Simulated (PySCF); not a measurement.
**Ionisation energy along the 3-electron series**

Calculated with PySCF 2.14 and a two-component X2C-1e Hamiltonian (Gaussian nucleus, no Breit or QED terms), each ion in its own even-tempered basis scaled to its charge; GMP2 freezes nothing and drops the highest virtual spinors. Values in eV. NIST values: (m) measured, (s) semi-empirical, (t) theoretical.

```tsv
ion	configuration	GHF (screened spin-orbit)	GMP2 (screened spin-orbit)	NIST
Hg⁷⁷⁺	[He] 2s1	23578.9	23579.1	23544.1 ± 0.3 (t)
Pb⁷⁹⁺	[He] 2s1	24976.2	24976.5	24938.2 ± 0.4 (t)
```

Problem. Fill in the row of Tl⁷⁸⁺.

Solution. configuration: [He] 2s1; GHF (screened spin-orbit): 24270.4; GMP2 (screened spin-orbit): 24270.7; NIST: 24234.1 ± 0.4 (t).
